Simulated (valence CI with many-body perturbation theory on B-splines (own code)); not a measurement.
The numbers below are computed, except where a source is named.
## Xe XLI: what the settings do

Level of theory: valence CI with perturbative core correlation (CI+MBPT): four valence electrons over a frozen Dirac-Fock core [Ne], radial functions for each j: 6 s, 6 p, 5 d, 3 f, 1 g, with the one-electron correlation potential Σ1, the two-electron term Σ2, the three-electron term Σ3, Breit, model QED; selected CI, second order for the rest, scaled by the run's own slope (own B-spline code, finite nucleus).

The last digits are not significant, and no measured levels were compared; by estimate large intervals hold to a few tenths of a per cent, small ones and those within an open d or f shell to about a per cent.

The reference run has the lowest level (3s^2 3p1/2^2) J=0 and an ionisation energy of 2977.44 eV. Its largest variational space holds 9977 state functions.

Levels are named by their leading jj configuration (3d3/2^4 stands for four electrons in 3d with j = 3/2), which in mixed levels can hold well under half, so a name can repeat and another be missing. Letters in brackets count levels of one name in rising energy.

Reference levels: (3s^2 3p1/2 3p3/2) J=1 595388, (3s^2 3p1/2 3p3/2) J=2 647090, (3s^2 3p3/2^2) J=2 1279780, (3s^2 3p3/2^2) J=0 1392540, (3s 3p1/2^2 3p3/2) J=2 1417500, (3s 3p1/2^2 3p3/2) J=1 1577720, (3s^2 3p1/2 3d3/2) J=2 1780670, (3s 3p1/2 3p3/2^2) J=2 [a] 1917630, (3s^2 3p1/2 3d5/2) J=3 1979790, (3s^2 3p1/2 3d3/2) J=1 1996160, (3s^2 3p1/2 3d5/2) J=2 2107940, (3s 3p1/2 3p3/2^2) J=3 2129420 cm⁻¹.

**Question.** Rank these changes by the mean size of the shift of these levels, smallest first.
A. scale of Σ2 1 → 1.2
B. correlating orbitals by l 3 3 3 2 1 → 1 4 3 1 1
C. screening of Σ1 on → off
D. scale of Σ1 1 → 2

**Answer.** C (11 cm⁻¹), B (36 cm⁻¹), A (250 cm⁻¹), D (790 cm⁻¹).
